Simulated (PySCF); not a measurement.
# SMILES C(OC)C(=O)Br, C₃H₅BrO₂

Geometry:
```
atom   x (Å)   y (Å)   z (Å)
  C1   1.527  -0.293   0.451
  O2   0.399  -1.065   0.090
  C3  -0.591  -0.369  -0.596
  C4  -1.350   0.608   0.257
  O5  -1.210   0.916   1.383
 Br6  -2.770   1.467  -0.817
  H7   2.253  -0.996   0.851
  H8   1.951   0.213  -0.424
  H9   1.283   0.449   1.215
 H10  -0.188   0.187  -1.461
 H11  -1.299  -1.114  -0.975
```

Computed, not measured: PySCF 2.14.0, GIAO B3LYP/pcSseg-1 magnetisability, rotational g tensor and spin-rotation constants, non-relativistic, gas phase. Geometry: GFN2-xTB.

The calculation is non-relativistic, which matters for the atoms heavier than Zn.

Problem. What are the magnetisability and the molar susceptibility?

Solution. Isotropic -1046 × 10⁻³⁰ J/T², or -63.0 × 10⁻⁶ cm³/mol; principal values -1167, -1080, -892 × 10⁻³⁰ J/T², anisotropy 243 × 10⁻³⁰ J/T² (root of half the summed squared differences of the principal values). The susceptibility is in cgs units.

Problem. Split it along the inertial axes a, b, c into diamagnetic and paramagnetic parts about the centre of mass, with the quadrupole moment.

Solution. 
```csv
axis,χ (10⁻⁶ cm³/mol),diamagnetic (10⁻⁶ cm³/mol),paramagnetic (10⁻⁶ cm³/mol),summed x² of all electrons (Å²),quadrupole Θ (D Å)
a,-69.7,-267.3,197.6,259.1,+2.77
b,-54.2,-1183.6,1129.4,43.1,-3.84
c,-65.2,-1282.1,1217.0,19.9,+1.07
```
Anisotropies 2χaa − χbb − χcc = -20.0 and 2χbb − χaa − χcc = +26.5 × 10⁻⁶ cm³/mol. Θ is traceless in Buckingham's convention.

Problem. And the rotational g tensor?

Solution. 
| axis | rotational constant (GHz) | g | nuclear part | electronic part |
| --- | --- | --- | --- | --- |
| a | 6.7259 | -0.0536 | 0.5708 | -0.6244 |
| b | 1.0167 | -0.0137 | 0.5258 | -0.5394 |
| c | 0.9330 | -0.0090 | 0.5244 | -0.5334 |

Asymmetric top; isotopes 79Br, 12C, 1H, 16O; no vibrational averaging.
